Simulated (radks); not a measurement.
The table gives one normalised radial function P(r) = r R(r) (large component) of Cl+ in [Ne] 3s2 3p4 (r in bohr). Calculated with a radial shooting solver on a logarithmic mesh with Libxc functionals: Dirac Kohn-Sham, PBE, spin-unpolarised, spherical densities, finite nucleus; open shells fill j = l - 1/2 first; Fermi nuclear charge, rms radius 3.3654 fm.

r	P
0.006853	0.8468
0.008781	1.0481
0.01116	1.2772
0.01419	1.5394
0.01804	1.8299
0.02293	2.1374
0.02916	2.4416
0.03706	2.7117
0.04712	2.9064
0.06038	2.9781
0.07676	2.8776
0.09758	2.5877
0.124	2.1257
0.1577	1.5586
0.2005	0.9913
0.2548	0.5274
0.324	0.2242
0.4151	0.0688
0.5278	0.0153
0.6709	0.0022
0.8529	0.0002
1.084	0.0000
1.378	0.0000
1.752	0.0000
2.228	0.0000
2.854	0.0000
3.629	0.0000
4.613	0.0000
5.864	0.0000

Which n and l does it have? It may be an empty orbital.

Answer. n = 1, l = 0: the number of nodes gives n - l - 1 = 0, the rise at small r points to l (this Dirac orbital starts outside the nucleus as r^gamma with gamma = sqrt((l + 1)^2 - (Z/c)^2) = 0.99; the j = 1/2 orbital of l + 1 starts with the same power, but with a smaller coefficient, and then steepens), and the extent must fit the shell. The curve is that of 1s1/2. 1s1/2: eigenvalue -2764.1 eV, 0 radial nodes, <r> = 0.0910 bohr, 90 % of the charge inside 0.162 bohr.
